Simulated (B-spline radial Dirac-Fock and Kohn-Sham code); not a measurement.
Model: Dirac-Fock ΔSCF + Breit + QED. Program: a radial atomic solver. Electron correlation is not included.

**Question.** An atom or ion in its tabulated ground configuration has these computed binding energies (the last is its least bound level). Which is it?

| level | binding energy (eV) |
| --- | --- |
| L1 | 16551.3 |
| L3 | 13576.2 |
| M2 | 3858.0 |
| M4 | 2845.3 |
| M5 | 2737.1 |
| N6 | 314.8 |
| O4,5 | 163.8 |

**Answer.** Bi⁹⁺: Z = 83 with 74 electrons, [Xe] 4f14 5d6.

**Question.** An atom or ion in its tabulated ground configuration has these computed binding energies (the last is its least bound level). Which is it?

```
level  binding energy (eV)
2p1/2              20354.4
2p3/2              18362.1
   3s               8615.3
```

**Answer.** Hg⁶⁹⁺: Z = 80 with 11 electrons, [Ne] 3s1.

**Question.** An atom or ion in its tabulated ground configuration has these computed binding energies (the last is its least bound level). Which is it?

| level | binding energy (eV) |
| --- | --- |
| 3s | 4401.8 |
| 3d5/2 | 3175.0 |
| 4p1/2 | 1538.0 |
| 4p3/2 | 1427.8 |
| 4d3/2 | 1227.6 |
| 4d5/2 | 1205.8 |
| 4f | 965.1 |

**Answer.** Au²⁸⁺: Z = 79 with 51 electrons, [Kr] 4d10 4f5.
